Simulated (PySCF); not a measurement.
# Orbital energies and ionisation energy

Compound: C7H10.
Structure used (PBE0-D3(BJ)/def2-SVP), in Å, numbered top down from 1:
```
atom  x, y, z in Å
C1    -1.3881   -1.6962    0.5205
C2    -0.8437   -0.4773    0.5721
C3    -1.2024    0.8058    1.3040
C4     0.0364    1.4820    0.6530
C5     0.3320    0.1655   -0.0471
C6     1.2851   -0.2445   -0.8935
C7     2.4042    0.6016   -1.3961
H8    -0.9483   -2.4890   -0.0906
H9    -2.2905   -1.9387    1.0879
H10   -2.1723    1.2404    1.0167
H11   -1.1681    0.7323    2.4020
H12    0.8099    1.8127    1.3640
H13   -0.1951    2.3230   -0.0194
H14    1.2436   -1.2824   -1.2459
H15    3.3839    0.1719   -1.1254
H16    2.3912    0.6707   -2.4974
H17    2.3580    1.6229   -0.9911
```

Level: wB97X-D/def2-SVPD (PySCF). Frontier orbitals with their largest atomic shares (Löwdin; up to four atoms above 4 %):

| orbital | ε (eV) | main atoms |
| --- | --- | --- |
| HOMO−3 | -11.01 | C4 23 %, C5 18 %, C6 12 %, C2 10 % |
| HOMO−2 | -10.94 | C2 22 %, C3 17 %, C5 17 %, C1 10 % |
| HOMO−1 | -10.30 | C2 24 %, C5 20 %, C1 17 %, C6 11 % |
| HOMO | -8.00 | ? |
| LUMO | 0.83 | C1 20 %, C6 19 %, C2 17 %, C5 14 % |
| LUMO+1 | 2.47 | C7 17 %, C6 11 %, C4 11 %, C3 7 % |
| LUMO+2 | 2.77 | C1 23 %, C7 11 %, H9 9 %, C3 8 % |

Problem. What vertical ionisation energy does ΔSCF give, and how far is −ε(HOMO) from it?

Solution. ΔSCF: 8.10 eV (781 kJ/mol; threshold wavelength 153 nm); ⟨S²⟩ of the doublet left behind is 0.784, against 0.75 for a pure doublet. −ε(HOMO) is 8.00 eV, 0.10 eV below it. In exact Kohn–Sham theory the two would be equal; wB97X-D (range-separated hybrid) comes within 0.10 eV of that here. Holes in the HOMO−1 and HOMO−2 were tried too where these lie within 1.2 eV of the HOMO; the lowest converged state counts.

Problem. On which atoms does the HOMO lie?

Solution. C1 (terminal =CH2 carbon) 23 %, C6 (alkene CH carbon) 23 %, C5 (fully substituted alkene carbon) 18 %, C2 (fully substituted alkene carbon) 15 %, so no atom holds as much as 40 %. The HOMO−1 lies 2.30 eV lower.

Problem. What kinetic energy would electrons from this vertical process carry with 118.2 nm light (10.49 eV)?

Solution. 10.49 − 8.10 = 2.39 eV.

Problem. Shift the occupied levels rigidly so that −ε(HOMO) equals the ΔSCF value. What binding energies result?

Solution. The shift is +0.10 eV: HOMO 8.10, HOMO−1 10.40, HOMO−2 11.04, HOMO−3 11.11 eV. A rigid shift is only a rough guide to the deeper ionisations.

Problem. What total energies stand behind the ΔSCF value?

Solution. E(N) = -272.42047 Eh and E(N − 1) = -272.12286 Eh at the same geometry, 0.29761 Eh apart.

Isolated species at its PBE0-D3(BJ)/def2-SVP geometry, gas phase.

The pairwise dispersion term of wB97X-D wasn't added to the energies; at a given geometry it leaves orbitals and properties as they are.
